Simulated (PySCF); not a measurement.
GaCl4, SMILES [Cl][Ga-]([Cl])([Cl])[Cl], charge -1. Geometry: B3LYP-D3(BJ)/def2-SVPD. The isomer is the one that the SMILES or the coordinates give; other isomers of the formula were not compared.

The numbers are results of B3LYP-D3(BJ)/def2-SVPD in PySCF, not measurements.

Harmonic wavenumbers (cm⁻¹): 99, 99, 140, 140, 140, 318, 359, 359, 359. Rotational constants (GHz): 1.073, 1.073, 1.073; symmetry number 12.

Task: Work out the zero-point energy and the ideal-gas rigid-rotor harmonic-oscillator thermochemistry at 298.15 K and 1 atm.

Result: ZPE = ½ Σ hcν = ½ × 2013 cm⁻¹ = 2.88 kcal/mol. H − E(el) = 8.33 kcal/mol. Entropy in cal/(mol K): translation 41.95, rotation 25.01, vibration 20.07, total 87.02. G − E(el) = -17.62 kcal/mol. Cp = 23.90 cal/(mol K). Modes under 150 cm⁻¹ make the vibrational entropy uncertain.
